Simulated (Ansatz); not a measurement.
A nudged elastic band was laid between two geometries of H2S + H4HfO4 (12 atoms, charge 0, multiplicity 1).

These are results of Ansatz, RHF/def2-SVP, not measurements.

```json
{
 "movable images": "5",
 "climbing image": "yes",
 "spring": "5.0 eV/Å²",
 "optimiser": "quadratic models (default)",
 "start path": "through a guess of the saddle point",
 "force threshold": "0.2 eV/Å",
 "iteration limit": "60",
 "end points": "relaxed"
}
```

Image 0:

```xyz
12
Properties=species:S:1:pos:R:3
Hf -0.316 -0.407 0.063
O -0.280 -0.159 2.004
H -0.435 -0.270 2.923
O 1.506 -0.599 -0.583
H 2.368 -0.671 -0.946
O -1.189 1.107 -0.777
H -1.504 1.916 -1.132
O -1.314 -2.018 -0.349
H -1.806 -2.772 -0.610
S 1.817 2.979 1.807
H 2.890 2.227 1.557
H 1.088 1.956 2.260
```

Image 6:

```xyz
12
Properties=species:S:1:pos:R:3
Hf 0.215 0.307 0.149
O 0.745 -0.633 2.283
H -0.030 -1.092 2.586
O 1.722 -0.655 -0.592
H 2.443 -1.109 -0.984
O -0.543 1.230 -1.370
H -0.873 1.665 -2.133
O -1.323 -0.832 0.694
H -2.155 -1.069 0.322
S 0.796 2.349 1.583
H 0.679 3.310 0.665
H 1.150 -0.182 3.012
```

(1) Which bonds break or form, and what moves?

(2) What energy profile does the band end with?

(3) What is the geometry of the highest image?

The band took 28 iterations and about 6 core-minutes.

## Answers

(1) Bonds broken: S10–H12. Bonds formed: Hf1–S10, O2–H12. H2S + H4HfO4 becomes H6HfO4S.

(2) The forces met the threshold. The highest image is number 2 of 0 to 6, 83.0 kJ/mol above the first end and 100.6 kJ/mol above the last; the last end lies 17.5 kJ/mol below the first. The threshold of 0.2 eV/Å is loose, so the images may lie well off the minimum-energy path. The order of the point at the top wasn't checked. The orbitals stay closed-shell, which can raise the energy where a bond breaks towards radicals; this wasn't checked here.

```csv
image,path coordinate (Å),energy (kJ/mol),S10–H12 (Å),Hf1–S10 (Å),O2–H12 (Å)
0,0.00,0.0,1.34,4.37,2.53
1,1.08,9.4,1.34,3.47,2.21
2,2.16,83.0,1.59,2.95,1.25
3,3.48,9.2,2.67,2.64,0.95
4,4.81,-5.4,2.88,2.59,0.95
5,6.13,-8.1,2.82,2.59,0.95
6,7.45,-17.5,2.93,2.56,0.95
```

(3) 
```xyz
12
Properties=species:S:1:pos:R:3
Hf 0.029 0.052 0.145
O -0.014 0.137 2.268
H -0.402 -0.407 2.939
O 1.684 -0.419 -0.743
H 2.375 -0.780 -1.264
O -1.147 1.217 -0.855
H -1.536 1.825 -1.454
O -0.973 -1.627 0.150
H -1.687 -2.123 -0.208
S 1.317 2.353 1.457
H 2.557 1.853 1.466
H 0.622 1.208 2.316
```

Run time: 100 s on 4 threads of AMD EPYC 9R45 96-Core Processor (Zen 5), on a shared host, peak memory 0.39 GiB.
